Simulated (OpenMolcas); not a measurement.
**Exact exchange and the HOMO–LUMO gap of SiHCl2OF**

The species is SiHCl2OF (6 atoms), meant as a singlet with charge 0. As SMILES, `O[Si](F)(Cl)Cl`. The coordinates come from a PBE0-D4/def2-TZVP relaxation. This is one conformer, not always the lowest.

The HOMO–LUMO gap y, in eV, basis def2-SVP; a is the functional's share of exact exchange. Programs: OpenMolcas 26.06.

| functional | program | a | y (eV) |
| --- | --- | --- | --- |
| PBE | OpenMolcas | 0 | 7.54 |
| TPSS | OpenMolcas | 0 | 7.94 |
| B3LYP | OpenMolcas | 0.2 | 9.40 |
| PBE0 | OpenMolcas | 0.25 | ? |
| BHLYP | OpenMolcas | 0.5 | 12.30 |

Task: Fit y = c + s·a to the known rows and predict PBE0.

Result: 
1. Means of the 4 rows: a = 0.1750, y = 9.295.
2. Σ(Δa)² = 0.1675, Σ(Δa·Δy) = 1.5235, so the slope is 1.5235/0.1675 = 9.0955.
3. Intercept: 9.295 − (9.0955) × 0.1750 = 7.703. The largest residual of the fit is 0.24.
4. PBE0: 7.703 + (9.0955) × 0.25 = 9.98 eV.

The run gave 10.10 eV, so the prediction is off by -0.12 eV, within the largest residual. Exact exchange lowers occupied levels and raises empty ones. The rows mix families of semi-local functionals, which the line can't see.
